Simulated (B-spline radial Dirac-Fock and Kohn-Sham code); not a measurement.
Spin-orbit splitting of the 2p hole in neutral atoms, Mo to Pr. Level of theory: Dirac-Fock ΔSCF + Breit + QED; a radial B-spline solver.

```
 Z  element  2p1/2 (eV)  2p3/2 (eV)  splitting (eV)
42       Mo      2634.1      2529.2           104.9
43       Tc      2807.1      2690.6           116.5
44       Ru      2976.6      2847.6           129.0
45       Rh      3156.2      3013.7           142.5
46       Pd      3336.7      3179.5           157.1
47       Ag      3532.7      3359.9           172.9
48       Cd      3735.8      3546.0           189.8
49       In      3947.2      3739.2           208.0
50       Sn      4165.4      3937.9           227.5
51       Sb      4390.4      4142.0           248.4
52       Te      4622.5      4351.6           270.9
53        I      4861.5      4566.6           294.8
54       Xe      5107.6      4787.1           320.5
55       Cs      5366.6      5018.8           347.8
56       Ba      5633.2      5256.3           376.9
57       La      5904.8      5496.8           408.0
58       Ce      6174.7      5733.6           441.1
59       Pr      6443.4      5967.1           476.4
```

Task: How does the splitting scale with Z?

Result: A power law fitted over this range goes as Z^4.45. A fit of the fourth root gives (Z − 5.1)⁴, with a largest misfit of 0.7 %.

Values without a named source are computed, but for edge energies of neutral atoms, which are taken from tables.
